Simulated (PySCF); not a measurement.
Zn(F)(Cl), SMILES [F][Zn][Cl] (ClFZn) (PBE0/def2-SVP optimised geometry):

```
3

Zn     0.177    -0.002     0.000
F      1.913    -0.002     0.000
Cl    -1.913     0.002     0.011
```

Method: PBE0/def2-TZVP (PySCF).

### Question
What are the frontier orbital energies and the dipole moment?

### Answer
HOMO-2 -10.80 eV, HOMO-1 -9.40 eV, HOMO -9.40 eV, LUMO -1.84 eV, LUMO+1 -0.25 eV; dipole moment 0.60 D.

On the same geometry PBE/def2-TZVP in PySCF gives HOMO-2 -8.90 eV, HOMO-1 -7.96 eV, HOMO -7.96 eV, LUMO -2.80 eV, LUMO+1 -1.00 eV; dipole moment 0.59 D.

Meta-Löwdin charges at PBE0/def2-TZVP: Zn1 1.35, F2 -0.73, Cl3 -0.61.
